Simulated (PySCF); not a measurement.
Fill in the blanks.

Species: OsO3S (singlet state).
Cartesian coordinates in Å at the PBE0-D3(BJ)/def2-SVP level; atoms count from 1:
```xyz
5
O3OsS angstrom
Os     0.039    0.072    0.038
O     -0.013   -0.072    1.727
O      1.650    0.146   -0.488
O     -0.795    1.466   -0.452
S     -0.881   -1.612   -0.824
```

| property | level | value |
| --- | --- | --- |
| point group | PBE0-D3(BJ)/def2-SVP | C3v |
| rotational constants A, B, C | PBE0-D3(BJ)/def2-SVP | ? |
| dipole moment | wB97X-D/def2-SVPD | 1.21 D |
| HOMO energy | wB97X-D/def2-SVPD | ? |
| LUMO energy | wB97X-D/def2-SVPD | -2.96 eV |
| lowest singlet excitation | TDDFT wB97X-D/def2-SVPD | ? |
| strongest line among the 10 lowest singlet transitions | TDDFT wB97X-D/def2-SVPD | S4 at 4.00 eV (310 nm, f = 0.073) |
| lowest triplet excitation (Tamm–Dancoff) | TDA wB97X-D/def2-SVPD | ? |
| static isotropic polarisability | wB97X-D/def2-SVPD | 67.8 au |
| vertical electron affinity | ΔSCF wB97X-D/def2-SVPD | 2.70 eV |

Electronic properties: PySCF, gas phase, density fitting. Atoms past krypton carry effective core potentials; spin–orbit coupling is left out.

What is the lowest singlet excitation?

2.63 eV (471 nm, f = 0.000).

Give the lowest triplet excitation (Tamm–Dancoff).

2.13 eV.

The HOMO energy?

-10.82 eV.

What are the rotational constants A, B, C?

4.091, 2.387, 2.386 GHz.

The rotational constants are those of a prolate symmetric top; the small spread among constants that symmetry makes equal is optimisation noise. 3 of the 10 computed singlets lie in the visible range (750 to 380 nm, 1.65 to 3.26 eV), with an oscillator strength of 0.003 in sum. The vertical singlet–triplet gap S1 − T1 is 0.50 eV (TDDFT singlet less Tamm–Dancoff triplet).

For the geometry optimisation (PBE0-D3(BJ)/def2-SVP), the run took 46 s on one thread of an x86-64 server, no GPU (shared host).
